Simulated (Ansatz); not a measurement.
Z-matrix (Å, degrees):
```
C
Al 1 1.986
Br 1 2.105 2 77.3
F 1 1.338 2 122.9 3 -103.9
H 1 1.091 2 126.1 3 93.5
H 2 1.580 1 115.7 3 -94.8
H 2 1.577 1 116.5 3 95.6
```

The species carries charge 0 and has multiplicity 1. The bonds changed during the relaxation, so this is another structure than the one it started from.

List the PBE/def2-TZVPP orbital energies in eV (the Gaussian-basis code of Ansatz). (Estimate.)

Ansatz gave: Occupied: -13089.68, -1682.79, -1517.17, -1517.10, -1517.08, -1506.58, -661.07, -272.34, -229.56, -171.75, -171.55, -171.48, -106.87, -68.96, -68.78, -68.72, -68.41, -68.37, -68.32, -68.17, -68.17, -31.38, -20.37, -16.75, -13.21, -12.53, -11.90, -9.92, -8.92, -8.05, -7.95, -7.18, -6.80. Lowest empty: -2.44, -1.39, 0.04, 0.17, 0.55, 1.59, 2.33, 2.84.
